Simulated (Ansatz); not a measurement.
System: C4H5NOS, charge 0, multiplicity 1. 
Geometry from a B3LYP-D3(BJ)/def2-TZVP (Ansatz, a first-principles code) optimisation:
```
C
O 1 1.3444
N 1 1.3645 2 121.38
C 3 1.3031 1 110.56 2 -180.00
C 1 1.3706 2 122.76 3 180.00
H 5 1.0753 1 128.21 2 0.00
H 4 1.0795 3 123.70 1 180.00
C 2 1.4293 1 116.99 3 0.00
H 8 1.0871 2 105.37 1 -180.00
H 8 1.0906 9 110.29 2 -119.83
H 8 1.0906 9 110.29 10 -120.33
S 5 1.7162 6 122.73 1 -180.00
```

Basis-set convergence of Hartree-Fock and CCSD(T) correlation energies (hartree) with Ansatz. Cores are frozen in the correlated levels unless marked. No spin-orbit coupling. No relativistic terms.

The Hartree-Fock reference is unstable (checked in the largest basis), which strains HF and MP2. 

```
basis        functions       E(HF)  E(corr, CCSD(T))
-----------  ---------  ----------  ----------------
cc-pV(D+d)Z        132  -681.21831          -1.09411
cc-pV(T+d)Z        289  -681.31288          -1.34302
cc-pV(Q+d)Z        544  -681.33592          -1.42334
```

Extrapolating the two largest sets (X = 3 and 4) as X^-3: E(corr) = (64·(-1.42334) - 27·(-1.34302))/37 = -1.4820 Eh, an estimate of the basis-set limit. The largest set recovers 96.0 % of it, the smallest 73.8 %.
